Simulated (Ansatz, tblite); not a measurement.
Cost and result up the ladder for AsH2(SiMe3) (C₃H₁₁AsSi) (16 atoms). Charge 0, multiplicity 1. Geometry: PBE-D4/def2-SVP.

```csv
atom,x (Å),y (Å),z (Å)
As1,-0.140,-0.721,-2.373
H2,-0.270,0.755,-2.802
H3,1.397,-0.655,-2.484
Si4,-0.071,-0.099,-0.053
C5,-1.828,0.401,0.448
C6,0.475,-1.623,0.930
C7,1.126,1.335,0.258
H8,-1.866,0.660,1.527
H9,-2.548,-0.423,0.270
H10,-2.175,1.286,-0.125
H11,-0.215,-2.475,0.768
H12,1.494,-1.949,0.638
H13,0.491,-1.399,2.018
H14,2.160,1.063,-0.034
H15,0.834,2.234,-0.323
H16,1.135,1.611,1.334
```

Ansatz on 2 threads of AMD EPYC 7R13 on a shared host; xTB runs through tblite on one thread. Times are rough, summed over both states, and most runs start from the orbitals of an earlier one. No level here is sound enough to serve as a yardstick. The other state is a triplet.

The xTB rows come from tblite.

xTB has no spin-polarisation term.

```csv
level,functions,wall time,vertical triplet (eV)
GFN2-xTB,41,0.016 s,4.91
GFN1-xTB,52,0.019 s,4.99
PBE-D4/def2-TZVP,244,21 s,5.26
r2SCAN-D4/def2-TZVP,244,46 s,5.36
```
